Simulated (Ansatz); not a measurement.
Isolated molecules relaxed with PBE0-D4/def2-TZVP in Ansatz; ΔE leaves out vibrations. CCSD(T)/CBS adds triple-zeta CCSD(T) − MP2 to the extrapolated MP2 energy (def2 sets, frozen cores). Functionals use def2-TZVPP. B3LYP here is the variant with VWN-RPA as its local correlation; programs differ in this. For Se outer-core shells are correlated without core-valence functions, which leaves a few kJ/mol of doubt a bond. Scalar relativity is left out up to krypton. Each species was taken in one conformer, which may not be the lowest.

`C=C(F)[SeH]` + `CC(O)(F)F` → `CC(O)(F)[SeH]` + `C=C(F)F`  (formal exchange of groups at the Se–C bond)

| level | ΔE (kJ/mol) | difference from CCSD(T)/CBS |
| --- | --- | --- |
| PBE-D4 | 34.3 | -8.0 |
| r2SCAN-D4 | 38.9 | -3.4 |
| PBE0-D4 | 38.8 | -3.5 |
| B3LYP-D4 | 38.8 | -3.5 |
| ωB97X-V | 42.3 | 0.0 |
| ωB97M-V | 41.5 | -0.8 |
| B2PLYP | 43.0 | 0.7 |
| PBE | 35.8 | -6.5 |
| r2SCAN | 39.3 | -3.0 |
| PBE0 | 40.1 | -2.2 |
| B3LYP | 41.3 | -1.0 |
| HF/def2-TZVPP | 53.0 | 10.7 |
| MP2/def2-TZVPP | 43.5 | 1.2 |
| SCS-MP2/def2-TZVPP | 44.6 | 2.3 |
| CCSD/def2-TZVPP | 45.3 | 3.0 |
| CCSD(T)/def2-TZVPP | 43.8 | 1.5 |
| HF/def2-QZVPP | 53.1 | 10.8 |
| MP2/def2-QZVPP | 42.7 | 0.4 |
| SCS-MP2/def2-QZVPP | 44.0 | 1.7 |
| HF/CBS(def2) | 53.1 | 10.8 |
| MP2/CBS(def2) | 42.0 | -0.3 |
| CCSD/CBS(def2) | 43.8 | 1.5 |
| CCSD(T)/CBS | 42.3 | 0 |

Largest T1 diagnostic among the species: 0.012.

From PBE to PBE0 (25 % exact exchange), in def2-TZVPP and without D4, ΔE moves by +4.3 kJ/mol. In def2-TZVPP, CCSD(T) changes the Hartree–Fock value by −9.2 kJ/mol (the triples alone add −1.5 kJ/mol) and MP2 by −9.5 kJ/mol.
